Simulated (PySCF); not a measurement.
## 1-chloronaphthalene in a uniform electric field

Compound: 1-chloronaphthalene, C10H7Cl.
Geometry (PBE0-D3(BJ)/def2-SVP, Å), atoms numbered from 1 in this order:
```
atom  x, y, z in Å
Cl1    1.2270    3.8883    0.3445
C2     1.2376    2.1564    0.2333
C3     2.4393    1.5119    0.0525
C4     2.4760    0.1038   -0.0399
C5     1.3186   -0.6310    0.0503
C6     0.0682    0.0119    0.2361
C7    -1.1403   -0.7257    0.3312
C8    -2.3459   -0.0907    0.5109
C9    -2.3977    1.3184    0.6043
C10   -1.2468    2.0662    0.5166
C11    0.0108    1.4392    0.3315
H12    3.3566    2.0982   -0.0176
H13    3.4372   -0.3945   -0.1832
H14    1.3446   -1.7209   -0.0205
H15   -1.0929   -1.8152    0.2577
H16   -3.2672   -0.6734    0.5814
H17   -3.3592    1.8168    0.7467
H18   -1.2823    3.1540    0.5882
```

Level: CAM-B3LYP/def2-SVPD (PySCF); nuclei fixed, core orbitals frozen in the response. Permanent dipole (-0.271, -1.700, -0.076) D (1 au = 2.5417 D). Static polarisability (au):

```
x   170.55   6.49 -11.35
y     6.49 149.48   4.22
z   -11.35   4.22  71.33
```

Only the terms in μ and α are kept: μ(F) = μ + αF and ΔE = −μ·F − ½ F·αF.

A field of 0.005 au (0.257 V/Å) is applied along each axis in both senses. Find the induced dipole, the size of the total dipole and the two energy terms.

```
field along  induced x (D)  induced y (D)  induced z (D)  total size (D)  −μ·F (kJ/mol)  −½F·αF (kJ/mol)
         +x          2.167          0.082         -0.144           2.502         +1.400           -5.597
         −x         -2.167         -0.082          0.144           3.021         -1.400           -5.597
         +y          0.082          1.900          0.054           0.276         +8.780           -4.906
         −y         -0.082         -1.900         -0.054           3.619         -8.780           -4.906
         +z         -0.144          0.054          0.907           1.890         +0.393           -2.341
         −z          0.144         -0.054         -0.907           2.014         -0.393           -2.341
```

For the field (-0.0040, 0.0005, -0.0025) au, what is the induced dipole, and what angle does it make with the field?

αF = (-1.654, 0.097, -0.332) D, at 20.7° to the field. The polarisability along this direction, F·αF/F², is 131.04 au, against a mean of 130.46 au.

Which field along μ doubles the dipole in that direction (linear response)?

The polarisability along the dipole is 152.07 au, so F = 0.6779 au / 152.07 au = 0.0045 au = 0.23 V/Å; higher-order terms are ignored.

What field makes μF equal to kT at 100 K?

kT = 0.3167 × 10⁻³ Eh, so F = 0.000467 au = 2.4 MV/cm.

Induction energy −ᾱe²/2R⁴ of a unit charge at 15 Å, the molecule taken as a point?

R = 28.35 bohr, so the energy is −130.5/(2 × 28.35⁴) Eh = -0.265 kJ/mol. The charge–dipole term at its most favourable orientation, −μe/R², is -2.22 kJ/mol.

Geometry: PBE0-D3(BJ)/def2-SVP; no solvent, vibrations or thermal averaging.
